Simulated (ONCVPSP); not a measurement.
## Sn, ONCV: configuration errors across variants

* Element: tin
* Generator: ONCVPSP 4.0.1
* Type: optimised norm-conserving Vanderbilt (ONCV)
* Functional: LDA (Perdew-Wang 92)
* Relativity: scalar-relativistic
* Frozen core: [Ar] 3d10
* Valence charge: 22
* Reference configuration: 4s2 4p6 4d10 5s1 5p3
* Partial waves: 4s+5s: rc 1.15 bohr, ncon 4, nbas 7, qcut 11.6 1/bohr, 2 projectors; 4p+5p: rc 1.60 bohr, ncon 4, nbas 9, qcut 8.3 1/bohr, 2 projectors; 4d: rc 1.55 bohr, ncon 4, nbas 7, qcut 12.3 1/bohr, 2 projectors, debl 2 Ha; f scattering state at 0.35 Ha: rc 1.50 bohr, ncon 3, nbas 6, qcut 8.6 1/bohr, 3 projectors, debl 2.3 Ha
* Local potential: polynomial inside 0.85 bohr (lpopt 1, dvloc0 -1 Ha)
* Core correction: polynomial model core, fcfact 0.45

All-electron excitation energies from the reference (eV): (1) 4s2 4p6 4d10 5s2 5p2 -7.077; (2) 4s2 4p6 4d10 5s2 5p1 0.016; (3) 4s2 4p6 4d10 5s2 5p0 14.273; (4) 4s2 4p5 4d10 5s2 5p2 90.322.

4 further variants failed, have other tests or too few solved ones, and are left out.

Errors AE − PS in meV (a dash: test not solved or not reliable):

```csv
change,(1),(2),(3),(4),bound ghosts,GHOST(+) flags above zero
base,+0.1,-1.6,-5.4,-138,none,"s, f"
"all radii but the core radius scaled by about 1.04 (s 1.20, p 1.66, d 1.60, f 1.56 bohr); local potential polynomial inside 0.88 bohr (lpopt 1, dvloc0 -1 Ha)",+0.1,-1.5,-5.3,-136,none,"s, f"
"all radii but the core radius scaled by about 1.07 (s 1.24, p 1.72, d 1.66, f 1.60 bohr); local potential polynomial inside 0.90 bohr (lpopt 1, dvloc0 -1 Ha)",+0.2,-1.5,-5.3,-122,none,"s, d, f"
"all radii but the core radius scaled by about 1.19 (s 1.36, p 1.90, d 1.84, f 1.78 bohr); local potential polynomial inside 1.02 bohr (lpopt 1, dvloc0 -1 Ha)",+0.3,-1.3,-5.0,-115,none,s
"all radii but the core radius scaled by about 1.25 (s 1.44, p 2.00, d 1.94, f 1.88 bohr); local potential polynomial inside 1.06 bohr (lpopt 1, dvloc0 -1 Ha)",+0.2,-1.4,-5.0,-85,none,none
"all radii but the core radius scaled by about 1.31 (s 1.50, p 2.10, d 2.04, f 1.96 bohr); local potential polynomial inside 1.12 bohr (lpopt 1, dvloc0 -1 Ha)",0.0,-1.5,-5.0,-70,none,none
```

Question: Give the same row for: all radii but the core radius scaled by about 1.13 (s 1.30, p 1.82, d 1.76, f 1.70 bohr); local potential polynomial inside 0.96 bohr (lpopt 1, dvloc0 -1 Ha).

Answer: +0.2, -1.4, -5.1, -124; bound ghosts: none; GHOST(+) flags above zero: s.
